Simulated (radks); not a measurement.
Spherical quantum dot in the effective-mass picture: electrons in a hard-walled sphere of radius 13.1, with a point charge +2 (a donor) at the centre, all in effective atomic units (hartree* = m*/eps^2 hartree, bohr* = eps/m* bohr), one dielectric constant everywhere. Method: non-relativistic Kohn-Sham, LDA (Slater exchange, Perdew-Wang correlation), spin-polarised, spherical densities; computed with a radial shooting solver with Libxc functionals. Levels are named by radial order and angular momentum (1s, 1p, 1d, 2s, ...), and open shells are averaged over m. Results are scaled to m* = 0.359 and eps = 8.9, for which hartree* = 123.3 meV and bohr* = 1.312 nm.

N = 33, configuration 1s2 1p6 1d10 2s2 1f(up 7, down 6). This is the lowest configuration that the search found (a dilute case). Occupied and some empty levels:

| level | occupation | eigenvalue (meV) | <r> (nm) |
|---|---|---|---|
| 1s down | 1 | 296.80 | 1.259 |
| 1s up | 1 | 296.80 | 1.259 |
| 2s up | 1 | 334.98 | 13.75 |
| 2s down | 1 | 335.24 | 13.74 |
| 1p up | 3 | 336.16 | 13.78 |
| 1p down | 3 | 336.42 | 13.78 |
| 1d up | 5 | 338.49 | 13.85 |
| 1d down | 5 | 338.75 | 13.84 |
| 1f up | 7 | 341.94 | 13.92 |
| 1f down | 6 | 342.21 | 13.92 |
| 1g up | 0 | 346.47 | 14.01 |
| 1g down | 0 | 346.74 | 14.01 |
| 2p up | 0 | 366.60 | 9.424 |
| 2p down | 0 | 366.69 | 9.407 |
| 2d up | 0 | 372.41 | 10.32 |
| 2d down | 0 | 372.52 | 10.31 |

Energy (meV): total 5044.71, kinetic 1038.4, external -1551.2, Hartree 6291.1, exchange-correlation -733.61.
